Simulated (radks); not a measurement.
Initial-state core-level shifts of neutral sulfur when its valence configuration changes from [Ne] 3s2 3p4. Calculated with a radial shooting solver on a logarithmic mesh with Libxc functionals: non-relativistic Kohn-Sham, PBE, spin-unpolarised, spherical densities, point nucleus. Shifts are changes of the shell-averaged eigenvalues in eV (positive: less bound); the change of the density at the nucleus, which sets a Mossbauer isomer shift, is in e/bohr^3, on a base of 2674.

| valence | 1s | 2s | 2p | density at nucleus |
|---|---|---|---|---|
| 3p6 | -2.797 | -2.753 | -2.725 | -17.6746 |
| 3s1.5 3p4.5 | -0.731 | -0.716 | -0.709 | -4.2886 |
| 3s1 3p5 | -1.440 | -1.412 | -1.399 | -8.6668 |
| 3s0.5 3p5.5 | -2.128 | -2.091 | -2.070 | -13.1302 |
